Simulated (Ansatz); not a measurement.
Program: Ansatz. Geometries: PBE0-D4/def2-TZVP. ΔE: electronic, gas phase. CCSD(T)/CBS is the MP2 limit (def2-TZVPP, def2-QZVPP) plus CCSD(T) − MP2 in def2-TZVPP, frozen cores. This one scheme is used for every species. One conformer a species, not always the lowest.

Reaction (hydrogenolysis of the Si–Cl bond): `N[SiH](Cl)BF` + H₂ → `N[SiH2]BF` + HCl

| species | HF/def2-TZVPP energy (Eh) |
| --- | --- |
| `N[SiH](Cl)BF` | -929.56574 |
| H₂ | -1.13290 |
| `N[SiH2]BF` | -470.56765 |
| HCl | -460.09908 |

(1) Work out ΔE.

Largest T1 diagnostic among the species: 0.013.

## Answers

(1) ΔE = (-470.56765) + (-460.09908) − (-929.56574) − (-1.13290) = 0.03191 Eh = +83.8 kJ/mol. CCSD(T)/CBS gives +98.0 kJ/mol.

In def2-TZVPP, CCSD(T) changes the Hartree–Fock value by +8.4 kJ/mol (the triples alone add +3.9 kJ/mol) and MP2 by +19.1 kJ/mol. Leaving LDA and LC-ωPBE aside and taking each functional with its dispersion term where it has one, the values, not all of them listed here, spread over 9.1 kJ/mol, from CAM-B3LYP-D4 to revPBE-D4.
